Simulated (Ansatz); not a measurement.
Total energies of spiro-OMeTAD half, `COc1ccc(N(c2ccc(OC)cc2)c2ccc3c(c2)C2(c4ccccc4-c4ccccc42)c2cc(N(c4ccc(OC)cc4)c4ccc(OC)cc4)ccc2-3)cc1` from Ansatz at BHLYP-D4/def2-SVP, gas phase (1 Eh = 27.2114 eV = 2625.5 kJ/mol). The reference geometry is relaxed at PBE-D4/def2-SVP.

```
                state   geometry  energy (Eh)
     charge 0 singlet  reference  -2452.24454
     charge 1 doublet  reference  -2452.03299
    charge -1 doublet  reference  -2452.23259
free C atom (triplet)          –    -37.80198
free O atom (triplet)          –    -74.98239
free N atom (quartet)          –    -54.52497
free H atom (doublet)          –     -0.49784
```

Single mean-field runs in def2-SVP are fitted with def2-universal-jkfit.

(1) Work out the vertical ionisation energy to the doublet.

(2) Work out the vertical electron affinity, to the doublet.

(3) Give the fundamental gap IE − EA, the Mulliken electronegativity (IE + EA)/2 and the hardness (IE − EA)/2.

(4) What is the binding energy per atom against free atoms?

(1) E(charge 1 doublet) − E(charge 0 singlet) = -2452.03299 − (-2452.24454) = 0.21155 Eh = 5.76 eV. For comparison, −ε of the highest occupied level is 5.34 eV at this level, 0.42 eV less.

(2) E(charge 0 singlet) − E(charge -1 doublet) = -2452.24454 − (-2452.23259) = -0.01195 Eh = -0.33 eV; negative, so the extra electron isn't bound. The basis lacks diffuse functions, which makes affinities too small.

(3) From the values in Eh: IE − EA = 0.21155 − (-0.01195) = 0.22350 Eh = 6.08 eV; (IE + EA)/2 = 2.72 eV; (IE − EA)/2 = 3.04 eV. The HOMO–LUMO gap of the same run is 5.36 eV, 0.72 eV smaller than the fundamental gap.

(4) Atoms: 53 × (-37.80198) + 4 × (-74.98239) + 2 × (-54.52497) + 42 × (-0.49784) = -2433.39372 Eh. Binding: -2433.39372 − (-2452.24454) = 18.85082 Eh = 512.96 eV, or 5.08 eV for each of 101 atoms (no zero-point energy, no counterpoise term).

At BHLYP-D4/def2-SVP the highest occupied level of the charge -1 doublet lies above zero (up to 0.72 eV). Energy differences disagree on whether the electron is bound (positive means bound): -0.33 eV (vertical, against the charge 0 singlet, at BHLYP-D4/def2-SVP), but 0.07 eV at PBE0-D4/def2-SVP.
